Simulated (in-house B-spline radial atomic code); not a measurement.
A run on neutral niobium (an excited or competing configuration) that did not converge. Method: scalar-relativistic (X2C) wB97X, spin-polarised, spherical fractional occupations, exact exchange averaged over the configuration, Fermi nucleus of rms radius 4.324 fm; computed with an all-electron radial atomic-structure program (B-spline basis).

Command:
```bash
python run_scf.py task.json out
```
Settings (nuclear radius in fm, mass in u):
```
Z                41
configuration    [Kr] 4d4 6f1
hamiltonian      x2c
method           wb97x
spin_polarised   True
nucleus          fermi
rms_radius       4.324
atomic_mass      92.90637
speed_of_light   137.035999084
exact_exchange   averaged over the configuration
```

First and last ten iterations of the last attempt (damped for 15 steps, keeping 80 % of the old Fock matrix, then DIIS):
```
 iter        energy (Eh)    residual
    1       -3815.189330    4.25e-01
    2       -3817.553304    1.78e-01
    3       -3818.414427    1.24e-01
    4       -3818.825263    8.54e-02
    5       -3819.015159    5.80e-02
    6       -3819.119588    3.86e-02
    7       -3819.173095    2.73e-02
    8       -3819.199413    2.08e-02
    9       -3819.212936    1.61e-02
   10       -3819.219998    1.24e-02
  111       -3819.229891    2.60e-04
  112       -3819.229908    3.19e-04
  113       -3819.229911    3.39e-04
  114       -3819.230047    7.96e-04
  115       -3819.229727    5.97e-04
  116       -3819.229709    3.15e-04
  117       -3819.229731    5.63e-04
  118       -3819.229862    3.25e-04
  119       -3819.229850    2.04e-04
  120       -3819.229846    1.60e-04
 not converged after 120 iterations
```

The smallest residual met was 1.4e-04; the threshold is about 4e-07. No energy from this run should be used. Time taken, with all properties: 35 s on 1 thread of Arm Neoverse V1, on a shared host.
